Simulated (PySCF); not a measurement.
Trends in electronic spectra. Computed, not measured: TDDFT CAM-B3LYP/def2-SVPD, vertical, gas phase, core orbitals frozen in the response (PySCF 2.14.0, density-fitted response routines). Geometries: PBE0-D3(BJ)/def2-SVP; one conformer of each isolated species. Triplets are in the Tamm–Dancoff approximation. Relativistic effects are left out although some hold elements past zinc.

Task: Rank by computed S1–T1 gap, lowest first.
A. `COc1ccco1`
B. `C1C(Cl)=CC(=O)C(=O)C=1`
C. `c1c[se]cn1`
D. `ClB(Cl)c1ccco1`
E. `C1O[C@H](F)[C@]21[C@H](F)OC2`

Result: E (0.31 eV), B (0.46 eV), C (1.48 eV), D (1.64 eV), A (1.79 eV).

```json
{"SMILES": "F[C@@H]1OC[C@@]12CO[C@@H]2F", "S1−T1 (eV)": "0.31", "S1 (eV)": "7.91", "T1 (eV)": "7.60", "S1 mainly": "H→L+1 (58%)", "T1 mainly": "H→L+1 (45%)", "f(S1)": "0.003"}
{"SMILES": "O=C1C=CC(Cl)=CC1=O", "S1−T1 (eV)": "0.46", "S1 (eV)": "2.15", "T1 (eV)": "1.69", "S1 mainly": "H→L (95%)", "T1 mainly": "H→L (92%)", "f(S1)": "0.000"}
{"SMILES": "c1c[se]cn1", "S1−T1 (eV)": "1.48", "S1 (eV)": "5.14", "T1 (eV)": "3.65", "S1 mainly": "H-1→L (97%)", "T1 mainly": "H→L (84%)", "f(S1)": "0.000"}
{"SMILES": "ClB(Cl)c1ccco1", "S1−T1 (eV)": "1.64", "S1 (eV)": "4.87", "T1 (eV)": "3.22", "S1 mainly": "H→L (98%)", "T1 mainly": "H→L (90%)", "f(S1)": "0.425"}
{"SMILES": "COc1ccco1", "S1−T1 (eV)": "1.79", "S1 (eV)": "5.70", "T1 (eV)": "3.91", "S1 mainly": "H→L (80%)", "T1 mainly": "H→L+1 (90%)", "f(S1)": "0.001"}
```

H and L stand for HOMO and LUMO. For `c1c[se]cn1` and `COc1ccco1` the leading configurations of S1 and T1 differ. Singlets come from full response and triplets from the Tamm–Dancoff approximation.
